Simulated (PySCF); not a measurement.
## NMR data sheet: C6H18S3Si3

```yaml
Formula: C6H18S3Si3
SMILES: C[Si]1(C)S[Si](C)(C)S[Si](C)(C)S1
Point_group_of_the_computed_structure: C2
Degrees_of_unsaturation: 1
Carbon_signals: 1
Proton_signals: 1
```

Mapped SMILES: `[CH3:1][Si:2]1([CH3:3])[S:4][Si:5]([CH3:6])([CH3:7])[S:8][Si:9]([CH3:10])([CH3:11])[S:12]1` (H(Xn): hydrogen on atom n).

- geometry from PBE0-D3(BJ)/def2-SVP
- shieldings: GIAO PBE0/pcSseg-1
- program: PySCF 2.14
- single conformer, equivalent nuclei averaged, no relativistic terms, in vacuum

Scale: ¹H, ¹³C, ²⁹Si vs TMS; CS2 for ³³S (reference shieldings calculated alike).

```tsv
carbon	δC, type	δH (multiplicity)	HMBC from (2–3 bonds)	span of the C tensor (ppm)
C1/C3/C6/C7/C10/C11	8.8, CH3	0.59 (s)	H(C1)/H(C3)/H(C6)/H(C7)/H(C10)/H(C11)	22
```

Other nuclei:
| atoms | nucleus | environment | δ (ppm) | σ (ppm) |
| --- | --- | --- | --- | --- |
| Si2/Si5/Si9 | ²⁹Si | silicon bonded to 2 C, 2 S, in a 6-membered ring | 34.4 | 317.6 |
| S4/S8/S12 | ³³S | sulfur bonded to 2 Si, in a 6-membered ring | -180 | 675.4 |

- Carbon types of the structure: 6 × CH3, which accounts for all hydrogens.
- δC 8.8: methyl carbon bonded to Si; an electropositive neighbour leaves it electron-rich and shielded.
- δH 0.59: hydrogen on a methyl carbon bonded to Si; an electropositive neighbour shields it, as in TMS itself.

Shifts are as computed. Against solution values, carbons near 30 ppm lie about +2 ppm off and those near 130 ppm about +5 ppm (rms about the fit 1.9 ppm; single classes can miss by 10 ppm). Of 1328 compounds with measured shifts, 309 miss one by over three times the rms of a fit or turn the order of signals round; such compounds aren't used in these exercises. Signals without a measured value on file couldn't be tested in this way; 1H shifts scatter by 0.2 ppm about their fit, and single ones miss by 0.5 ppm.
